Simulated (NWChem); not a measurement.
Species: SiHCl, singlet; SMILES [SiH]Cl

All runs: NWChem. Pople sets run with spherical d functions. Low-valent species are run as closed-shell singlets; no triplet was tried in these runs. Geometry: optimised at B3LYP/6-31G* (spherical d). Ions are spin-unrestricted doublets at the neutral geometry. Hybrids' shares of exact exchange are those that their runs print; pure functionals count as 0. The functionals differ in more than this share.

```csv
row,share of exact exchange,ΔSCF ionisation energy minus −ε(HOMO) (eV)
PBE/6-31+G*,0.00,3.31
r2SCAN/6-31+G*,0.00,3.13
B3LYP/6-31+G*,0.20,2.58
BHandHLYP/6-31+G*,0.50,1.40
M06-2X/6-31+G*,0.54,withheld
```

Task: Fit a straight line of the last column on the one before it, predict the withheld value, and compare with the run.

Result: 
1. Means of the 4 shown rows: x = 0.175, y = 2.605. Slope Σ(x − x̄)(y − ȳ)/Σ(x − x̄)² = -0.6075/0.1675 = -3.627; intercept 3.240.
2. The shown rows scatter about the line by 0.074 (root mean square); the largest residual is -0.11, at r2SCAN/6-31+G*.
3. At x = 0.54 (M06-2X/6-31+G*; beyond the shown range) the line gives 1.28.
4. The run gives 1.44, +0.16 from the line, 2.2 times the scatter. The line crosses zero at a share of 0.89, outside the shown range.
